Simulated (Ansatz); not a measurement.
Ansatz results at the PBE0-D4/def2-TZVP geometry: HOMO energy (PBE/def2-TZVPP) -6.74 eV; HOMO–LUMO gap (PBE/def2-TZVPP) 2.92 eV; size of the dipole moment (PBE/def2-TZVPP) 0.94 D.

Each molecule was computed in one conformer, which needn't be the lowest.

(1) Which molecule gave them?
A. `C[O][Ti]([OH])([F])[O][SiH3]`
B. `FC(F)(F)C[O][Ti]([F])([F])[F]`
C. `[F][Ti]([SH])([SH])[SH]`
D. `[OH][Ti]([OH])([Cl])[Cl]`

Answers

(1) C. The others give `C[O][Ti]([OH])([F])[O][SiH3]`: -7.18, 4.75, 3.44; `[OH][Ti]([OH])([Cl])[Cl]`: -7.55, 3.93, 3.22; `FC(F)(F)C[O][Ti]([F])([F])[F]`: -8.32, 4.83, 2.62.
